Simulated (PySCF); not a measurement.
**Radial density of C (carbon, neutral)**

UHF, [He] 2s1 2p3, high-spin 5S determinant (an excited configuration). Calculation: PySCF 2.14, in def2-TZVPPD (6s3p3d1f, 37 functions); no relativity, point nucleus.

```csv
r (bohr),4πr²ρ (e/bohr),4πr²(ρα − ρβ)
0.00389,0.02256,0.0006
0.00654,0.06204,0.0015
0.0110,0.1660,0.0041
0.0185,0.4299,0.0104
0.0311,1.046,0.0251
0.0523,2.303,0.0543
0.0880,4.277,0.0984
0.148,6.022,0.1380
0.249,5.427,0.1700
0.419,2.674,0.4421
0.705,1.718,1.4386
1.19,2.326,2.3211
1.99,1.421,1.4207
3.35,0.2345,0.2345
5.64,0.006703,0.0067
```
